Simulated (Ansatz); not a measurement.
`[Cl][Ga]([Cl])[Br]` + H₂O → `[OH][Ga]([Cl])[Br]` + HCl  (formal hydrolysis of a Ga–Cl bond)

Calculated with Ansatz (gas phase, PBE0-D4/def2-TZVP geometries, no zero-point term in ΔE). CCSD(T)/CBS is the MP2 limit (def2-TZVPP, def2-QZVPP) plus CCSD(T) − MP2 in def2-TZVPP, frozen cores. This one scheme is used for every species. Functionals use def2-TZVPP. For Br, Ga outer-core shells are correlated without core-valence functions, which leaves a few kJ/mol of doubt a bond. Scalar relativity is left out up to krypton. Each species was taken in one conformer, which may not be the lowest.

```
    level  ΔE (kJ/mol)
r2SCAN-D4         53.0
   B2PLYP         50.7
```

(1) What does CCSD(T)/CBS give? (Estimate.)

Largest T1 diagnostic among the species: 0.011.

Results:

(1) Computed: +54.6 kJ/mol. The listed levels differ from it by -1.6, -3.9 kJ/mol.

Leaving LDA and LC-ωPBE aside and taking each functional with its dispersion term where it has one, the values, not all of them listed here, spread over 10.2 kJ/mol, from BLYP-D4 to BHLYP-D4. LDA lies −3.1 kJ/mol from PBE without D4. From BLYP to BHLYP (50 % exact exchange), in def2-TZVPP and without D4, ΔE moves by +9.4 kJ/mol.
